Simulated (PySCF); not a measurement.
C3H12OSi2.
Cartesian coordinates in Å at the GFN2-xTB level; atoms count from 1:
```xyz
18
C3H12OSi2 angstrom
C     -3.1196   -0.0925    0.7340
C     -1.7082   -0.4790    0.3060
Si    -0.6860    1.0117   -0.2823
O      0.7595    0.4959   -0.7993
Si     2.2845   -0.0320   -0.9578
C      2.9868   -0.4836    0.7451
H     -3.0890    0.6319    1.5448
H     -3.6799   -0.9619    1.0753
H     -3.6612    0.3557   -0.0956
H     -1.7711   -1.2246   -0.4900
H     -1.2066   -0.9699    1.1435
H     -1.2891    1.6626   -1.4465
H     -0.4573    1.9556    0.8168
H      3.0268    1.0727   -1.5690
H      2.2032   -1.2039   -1.8320
H      2.4284   -1.2973    1.2014
H      4.0239   -0.7980    0.6735
H      2.9461    0.3629    1.4261
```

The calculation used PySCF, TDDFT PBE0/def2-SVPD, vertical, gas phase, core orbitals frozen in the response.

**Question.** List the vertical singlet excitations with oscillator strengths and describe the spectrum.

**Answer.** 

```tsv
state	E (eV)	λ (nm)	f	main configurations (H = HOMO, L = LUMO)
S1	7.00	177.1	0.0010	H→L (96%)
S2	7.26	170.9	0.0024	H-1→L (95%)
S3	7.41	167.3	0.0050	H→L+1 (91%)
S4	7.73	160.5	0.030	H-1→L+1 (83%), H→L+2 (9%)
S5	7.78	159.3	0.018	H→L+2 (73%), H-1→L+1 (10%)
S6	7.96	155.8	0.034	H→L+4 (60%), H-2→L (28%)
```

Triplets, Tamm–Dancoff:

```csv
state,E (eV),λ (nm),"main configurations (H = HOMO, L = LUMO)"
T1,6.73,184.3,H→L (91%)
T2,6.96,178.1,H-1→L (89%)
```

The lowest singlet lies at 7.00 eV (177 nm, vacuum ultraviolet) and is very weak; its leading configuration is HOMO→LUMO (96%). The most intense listed level is S6 at 7.96 eV (156 nm, f = 0.034), 0.96 eV above S1. It is the last of those listed, so stronger ones may follow. Löwdin shares by element: HOMO oxygen 23%, carbon 23% or more, silicon 22% (atoms not listed hold the other 33%); LUMO silicon 39%, oxygen 8%, hydrogen 8% or more (atoms not listed hold the other 44%). Of the 6 states listed, 3 reach f = 0.01 and none stays under 0.0005. Orbital energies (eV): HOMO-3 -9.32, HOMO-2 -9.03, HOMO-1 -8.21, HOMO -7.92, LUMO 0.37, LUMO+1 0.55, LUMO+2 0.87. Weighted by f, the mean energy of these states is 7.79 eV. Singlets were solved by full linear response, triplets in the Tamm–Dancoff approximation.

One conformer stands for the species.

Without π bonds the low states may be Rydberg-like; a valence basis with one diffuse set may place them up to an eV too high.
